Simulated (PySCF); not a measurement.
## Adding and removing an electron: SbH

PBE0; Sb cc-pVTZ-PP with ECP28, H cc-pVTZ; scalar-relativistic core potentials (PySCF 2.14). Neutral (UKS): triplet (π ↑↑), Re = 1.720 Å, ωe = 1934 cm⁻¹, De = 2.57 eV, HOMO -6.45 eV, LUMO -2.82 eV.

SbH⁺ (UKS): doublet (π ↑), Re = 1.716 Å, ωe = 1993 cm⁻¹, De = 2.70 eV to Sb⁺ + H. The energies at the minima are -240.81838 hartree for SbH and -240.49074 for SbH⁺.

(1) Work out the adiabatic ionisation energy, without and with harmonic zero-point energies (1 hartree = 27.2114 eV, 1 eV = 8065.5 cm⁻¹), and the change of the bond length.

Spin–orbit coupling is left out, which matters for elements this heavy, above all for dissociation energies. For an ion De counts to the pair picked by the measured ionisation energies or electron affinities, which need not be the lowest pair at this level. States were picked by a PBE0 search and need not be the measured ground states.

## Answers

(1) At PBE0: 0.32764 hartree = 8.916 eV between the minima; the zero-point term (1993.0 − 1934.0)/2 cm⁻¹ = +0.004 eV makes it 8.919 eV. Re changes by -0.4 pm against the neutral. The electron leaves a π orbital, which is non-bonding in a hydride.
